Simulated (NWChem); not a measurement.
System: GeNH2F, singlet; SMILES [F][Ge][NH2]

```xyz
5

Ge    -0.4540     0.0087     0.0000
F      0.7098     1.3389     0.0000
N      0.8157    -1.2829     0.0000
H      1.8100    -1.0700     0.0000
H      0.6208    -2.2784     0.0000
```
Atoms are numbered in this order, from 1.

Results from NWChem. Medium grid unless said otherwise, to which SCAN and Minnesota functionals are sensitive. Low-valent species are run as closed-shell singlets; no triplet was tried in these runs. Geometry: optimised at PBE0/def2-SVP.

Task: Order these by “orbital gap (eV)”, lowest first: LDA (Slater exchange, VWN5)/def2-SVP; MN15-L/def2-SVP; TPSSh/def2-SVP; B3LYP/def2-SVP.

Result: LDA (Slater exchange, VWN5)/def2-SVP (4.27), MN15-L/def2-SVP (4.66), TPSSh/def2-SVP (5.23), B3LYP/def2-SVP (5.88)
